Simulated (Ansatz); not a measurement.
Consider the atomization: `NCBF` → B• + C• + F• + 5 H• + N•.

Computed with Ansatz on PBE0-D4/def2-TZVP structures; ΔE is electronic, products minus reactants. CCSD(T)/CBS is the MP2 limit (def2-TZVPP, def2-QZVPP) plus CCSD(T) − MP2 in def2-TZVPP, frozen cores. This one scheme is used for every species, atoms too. DFT in def2-TZVPP. Open shells (•) are unrestricted, without spin–orbit coupling. Spin–orbit coupling would lower the free atoms: a little for B, C, F. Each species was taken in one conformer, which may not be the lowest.

```json
{"level": "PBE-D4", "ΔE (kJ/mol)": "3488.9", "difference from CCSD(T)/CBS": "86.8"}
{"level": "revPBE-D4", "ΔE (kJ/mol)": "3397.6", "difference from CCSD(T)/CBS": "-4.5"}
{"level": "BLYP-D4", "ΔE (kJ/mol)": "3425.3", "difference from CCSD(T)/CBS": "23.2"}
{"level": "r2SCAN-D4", "ΔE (kJ/mol)": "3413.7", "difference from CCSD(T)/CBS": "11.6"}
{"level": "B2PLYP", "ΔE (kJ/mol)": "3388.5", "difference from CCSD(T)/CBS": "-13.6"}
{"level": "revPBE", "ΔE (kJ/mol)": "3355.9", "difference from CCSD(T)/CBS": "-46.2"}
{"level": "PBE0", "ΔE (kJ/mol)": "3411.6", "difference from CCSD(T)/CBS": "9.5"}
{"level": "CAM-B3LYP", "ΔE (kJ/mol)": "3436.0", "difference from CCSD(T)/CBS": "33.9"}
{"level": "LC-ωPBE", "ΔE (kJ/mol)": "3416.2", "difference from CCSD(T)/CBS": "14.1"}
{"level": "HF/def2-SVP", "ΔE (kJ/mol)": "2530.9", "difference from CCSD(T)/CBS": "-871.2"}
{"level": "CCSD(T)/CBS", "ΔE (kJ/mol)": "3402.1", "difference from CCSD(T)/CBS": "0"}
```

Largest T1 diagnostic among the species: 0.014.

From BLYP to BHLYP (50 % exact exchange), in def2-TZVPP and without D4, ΔE moves by −90.2 kJ/mol: exact exchange takes away binding that semilocal exchange gives to molecules. The D4 term adds +18.2 kJ/mol with B3LYP and +9.4 kJ/mol with PBE0; it sums over pairs of atoms, weighted by their polarisabilities, and B3LYP, whose exchange is more repulsive, gets the larger term. At CCSD(T), def2-SVP lies −170.9 kJ/mol from the extrapolated value and def2-TZVPP −87.3 kJ/mol: correlation converges slowly with the basis, and small sets miss more of it in the bonded molecule than in its fragments.

B3LYP here is the variant with VWN-RPA as its local correlation; programs differ in this.

For atomizations the MP2-based limit and the directly extrapolated one differ by several kJ/mol either way, and by 10 to 25 for some Ge, Se and Sn compounds, so smaller differences from it don't rank the levels.
